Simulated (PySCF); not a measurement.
# How methods differ on the excitation energy of B

B [He] 2s2 2p1 (2P) → B [He] 2s1 2p2 (4P), as a difference of total energies. Computed with PySCF 2.14 in x2c-QZVPPall with one added diffuse shell each of s, p, d, f type (8s5p4d3f1g, 73 functions), with scalar relativity by spin-free X2C-1e. Correlated levels: valence and next inner shell: nothing frozen. The calculations carry no spin-orbit coupling.

```tsv
method	excitation energy (eV)
UHF	2.194
MP2 (valence and next inner shell)	3.136
SCS-MP2 (valence and next inner shell)	3.529
CCSD (valence and next inner shell)	3.515
CCSD(T) (valence and next inner shell)	3.557
```

How much does correlation contribute at CCSD(T) (valence and next inner shell)?

3.557 − (2.194) = 1.363 eV, measured against UHF.
